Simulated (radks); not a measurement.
Species: Be3+. Configuration: 1s1.

Method: Dirac Kohn-Sham, PBE, spin-unpolarised, spherical densities, point nucleus; computed with a radial shooting solver on a logarithmic mesh with Libxc functionals.

Energy parts (hartree):
total: -7.78743
kinetic: 7.77472
electron-nucleus: -15.77326
Hartree: 1.22598
exchange-correlation: -1.01487

Orbitals (lengths in bohr, moments of r in powers of bohr; <r^-3> diverges for s and p1/2; r(max) is where P^2 peaks):
orbital  occ.  eigenvalue (hartree)  r(max)  <r^-3>  small-component weight
1s1/2       1              -6.83258  0.2515       -                2.07e-04

The highest occupied level is 1s1/2 at -185.92 eV. The density falls to 0.001 e/bohr^3 at r = 1.27 bohr.
